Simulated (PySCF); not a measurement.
CH4Cl3N2Si2: g tensor and hyperfine couplings

CH4Cl3N2Si2 (doublet state).
Z-matrix (Å and degrees, GFN2-xTB geometry), rows numbered from 1:
```
Cl
C   1  1.7820
Cl  2  1.7719  1  108.34
Cl  2  1.7720  1  108.33  3  -117.66
Si  2  1.9630  1  111.46  3   121.13
N   5  1.7402  2  110.95  1   -45.69
Si  6  1.7501  5   96.36  2   114.49
N   5  1.7405  2  110.94  1    45.56
H   6  1.0028  5  131.48  2   -75.81
H   7  1.4559  6  113.47  5   108.23
H   7  1.4548  6  113.16  5  -116.93
H   8  1.0028  5  131.57  2    75.83
```

The hyperfine couplings belong to this conformer and change with its torsions.

Identity: `ClC(Cl)(Cl)[Si]1N[SiH2]N1` [radical].

Method: PySCF, UKS B3LYP, pcH-1 on C Cl H N Si, non-relativistic, mean-field spin-orbit, GIAO. Isolated species at its GFN2-xTB geometry, gas phase. A GFN2-xTB geometry isn't a minimum of the functional, and hyperfine couplings can be far from their values at a DFT geometry, by a factor of two or more for some ions and for spin on atoms past the first row. The SCF solution wasn't tested for stability.

```
g1, g2, g3                      : 2.00135, 2.00424, 2.00519
g_iso                           : 2.00359
Form of g                       : rhombic: the two nearest values differ by 25 % of g3 − g1
⟨S²⟩                            : 0.7520 (exact 0.7500)
HOMO–LUMO gap, α and β orbitals : 5.19, 3.82 eV
```

Isotropic coupling and dipolar principal values T1 to T3, in mT; ρ(0) is the spin density at the nucleus (MHz turned into mT with g_iso):

```tsv
atom	isotope	a_iso	of which spin–orbit	T1	T2	T3	Mulliken spin population	ρ(0) (bohr⁻³)
Cl1	35Cl	0.17	0.01	-0.31	-0.24	0.55	0.04	0.0103
C2	13C	7.57	0.00	-0.36	-0.32	0.67	0.07	0.1888
Cl3	35Cl	-0.02	0.00	-0.04	-0.02	0.07	0.00	-0.0016
Cl4	35Cl	-0.02	0.00	-0.04	-0.02	0.07	0.00	-0.0016
Si5	29Si	-27.08	0.03	-4.44	2.12	2.31	0.72	0.8555
N6	14N	0.39	0.00	-0.17	-0.16	0.33	0.07	0.0336
Si7	29Si	-0.12	0.00	-0.11	0.05	0.06	0.01	0.0039
N8	14N	0.39	0.00	-0.17	-0.16	0.32	0.07	0.0337
H9	1H	-0.22	0.00	-0.24	-0.10	0.33	0.00	-0.0014
H10	1H	-0.08	0.00	-0.05	-0.04	0.08	0.00	-0.0005
H11	1H	1.54	0.00	-0.05	-0.02	0.07	0.02	0.0096
H12	1H	-0.21	0.00	-0.24	-0.10	0.33	0.00	-0.0013
```

Largest spin populations (Mulliken): Si5 (+0.72), N6 (+0.07), N8 (+0.07) and C2 (+0.07). Si5 is the only atom above +0.15. The angles at Si5 add up to 305.6°, so it is pyramidal.

Under fast tumbling the dipolar parts average out, and these isotropic splittings remain: 2 × 1H (H10/H11, I = 1/2, 3 lines) with 0.73 mT, 2 × 14N (N6/N8, I = 1, 5 lines) with 0.39 mT, 2 × 1H (H9/H12, I = 1/2, 3 lines) with 0.21 mT and 3 × 35Cl (Cl1/Cl3/Cl4, I = 3/2, 10 lines) with 0.04 mT.

Means are taken over nuclei equivalent by connectivity, which assumes that they swap fast. The three 35Cl nuclei of mean +1.1 MHz run from -0.7 to 4.7 MHz in the frozen geometry. The 1H value of +20.4 MHz is a mean of couplings from -2.3 to 43.1 MHz in this one geometry, not an average over conformers.

Main isotope only: 35Cl (natural samples also hold 24 % 37Cl, magnetic too, which adds its own pattern).

The 13C coupling of C2 (212.2 MHz) shows only in satellite lines or after enrichment, since that isotope makes up about 1.07 % of natural carbon.

The 29Si coupling of Si5 (-759.4 MHz) shows only in satellite lines or after enrichment, since that isotope makes up about 4.7 % of natural silicon.
